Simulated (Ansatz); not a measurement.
Correlation energies of F₂H₄O₂Si₂, SMILES `O[SiH](F)O[SiH2]F` by basis set

| atom | x (Å) | y (Å) | z (Å) |
| --- | --- | --- | --- |
| O1 | -2.1698 | 1.0859 | 0.7362 |
| Si2 | -0.6785 | 1.1520 | 0.1110 |
| F3 | -0.7400 | 1.4557 | -1.4498 |
| O4 | 0.0871 | -0.2676 | 0.2824 |
| Si5 | 1.2540 | -1.3098 | -0.1455 |
| F6 | 2.6665 | -0.5799 | -0.0572 |
| H7 | -2.7765 | 0.3959 | 0.4647 |
| H8 | 0.0350 | 2.2416 | 0.7819 |
| H9 | 1.0645 | -1.7478 | -1.5440 |
| H10 | 1.2576 | -2.4261 | 0.8202 |

The species carries charge 0 and has multiplicity 1. Geometry: relaxed with PBE0-D4/def2-TZVP. It is one conformer, not always the lowest. Frozen core, restricted reference, the Gaussian-basis code of Ansatz. CBS rows extrapolate triple and quadruple zeta; past MP2 they add the triple-zeta difference.

```json
{"basis": "def2-SVP", "HF (Eh)": "-928.61339", "MP2 corr.": "?", "CCSD corr.": "-0.95280", "(T)": "-0.01668", "CCSD(T) total": "?"}
{"basis": "def2-TZVPP", "HF (Eh)": "-929.30069", "MP2 corr.": "-1.20275", "CCSD corr.": "?", "(T)": "-0.03806", "CCSD(T) total": "?"}
{"basis": "def2-QZVPP", "HF (Eh)": "?", "MP2 corr.": "-1.31022", "CCSD corr.": "–", "(T)": "–", "CCSD(T) total": "–"}
{"basis": "CBS(def2)", "HF (Eh)": "-929.34293", "MP2 corr.": "-1.38983", "CCSD corr.": "?", "(T)": "as TZ", "CCSD(T) total": "?"}
```

Q: Fill in the withheld values. (An estimate is asked.)

A: Ansatz gave: def2-SVP MP2 corr.: -0.91953; def2-SVP CCSD(T) total: -929.58287; def2-TZVPP CCSD corr.: -1.22702; def2-TZVPP CCSD(T) total: -930.56577; def2-QZVPP HF (Eh): -929.33782; CBS(def2) CCSD corr.: -1.41409; CBS(def2) CCSD(T) total: -930.79508.
